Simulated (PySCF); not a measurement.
Zn(Me)2 cation (C2H6Zn), SMILES [Zn]([CH3])[CH3] (connectivity only; charge and spin as stated), charge +1, multiplicity 2.

Geometry optimised at PBE0-D3(BJ)/def2-SVP. The multiplicity is an assumed one; other spin states were not compared. The isomer is the one that the SMILES or the coordinates give; other isomers of the formula were not compared.

Level of theory: C-PCM-PBE0/def2-SVP (PySCF 2.14.0).

The values are the electrostatic part of the solvation free energy, E(continuum) − E(gas) at the gas-phase geometry, in a cavity of scaled van der Waals radii (PySCF's table); cavitation and dispersion terms are not included. A continuum can't describe solvent molecules that bind to the metal.

| solvent | ε | ΔG(elec) (kcal/mol) |
|---|---|---|
| water | 78.36 | -74.1 |
| dichloromethane | 8.93 | -66.2 |
| acetone | 20.49 | -71.2 |
